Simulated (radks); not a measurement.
Results of a calculation; reference values are marked as such.
Species: Cd3+. Configuration: [Ar] 3d10 4s1.5 4p6 4d9 4f0.5 (fractional occupations, a model configuration). Code: a radial shooting solver on a logarithmic mesh with Libxc functionals. Model: Dirac Kohn-Sham, BLYP, spin-unpolarised, spherical densities, point nucleus; open shells fill j = l - 1/2 first.

Normalised radial functions P(r) = r R(r) (large component), r in bohr:

```
   r/bohr * 4f5/2, o 4f7/2 (the largest magnitude, 0.496, reaches the edge; | marks zero, & curves that meet)
 0.002982 &
 0.004042 &
 0.005434 &
 0.007364 &
 0.009901 &
  0.01342 &
  0.01804 &
  0.02445 &
  0.03314 &
  0.04455 &
  0.06038 &
  0.08118 &
     0.11 &
   0.1479 |&
   0.2005 | &
   0.2695 |  &
   0.3653 |     &
   0.4911 |        &
   0.6656 |             &
   0.8948 |                  o*
    1.213 |                         &
     1.63 |                                  &
     2.21 |                                             &
    2.971 |                                                      &
    4.026 |                                                      &
    5.413 |                                        &
    7.337 |                  &
    9.864 |    &
    13.37 |&
```

4f5/2: eigenvalue -11.246 eV, 0 radial nodes, <r> = 3.94 bohr, 90 % of the charge inside 6.06 bohr. 4f7/2 (empty): eigenvalue -11.243 eV, 0 radial nodes, <r> = 3.94 bohr, 90 % of the charge inside 6.06 bohr.
